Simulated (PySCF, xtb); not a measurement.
C2H5NOSi, SMILES N(=C=O)[SiH2]C.

GFN2-xTB run with xtb at its own geometry gives an orbital gap of 5.55 eV and a dipole moment of 2.87 D.

Geometry: ωB97X-D3(BJ)/def2-SVP. Other conformers were not sampled.

### Question
What does CAM-B3LYP/def2-TZVP in PySCF give? (An estimate is asked for; the answer gives what the named calculation found.)

### Answer
gap 11.14 eV (levels -9.83 and 1.32 eV), dipole 2.78 D.
